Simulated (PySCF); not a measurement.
Mg(F)(SiH3) (FH3MgSi), SMILES [SiH3][Mg][F].

The structure is a stationary point at PBE0-D3(BJ)/def2-TZVP.

Method: PySCF with C-PCM-B3LYP/def2-SVP.

The values are the electrostatic part of the solvation free energy, E(continuum) − E(gas) at the gas-phase geometry, in a cavity of scaled van der Waals radii (PySCF's table); cavitation and dispersion terms are not included. A continuum can't describe solvent molecules that bind to the metal. In vacuum the orbital gap is 5.96 eV. The dipole moment in vacuum is 1.31 D.

Computed values in water (ε = 78.36), ethanol (ε = 24.85), N,N-dimethylformamide (ε = 37.22):
```csv
solvent,ε,ΔG(elec) (kcal/mol),dipole (D),gap (eV)
water,78.36,-13.9,0.53,6.04
ethanol,24.85,-13.4,0.56,6.04
"N,N-dimethylformamide",37.22,-13.6,0.54,6.04
```
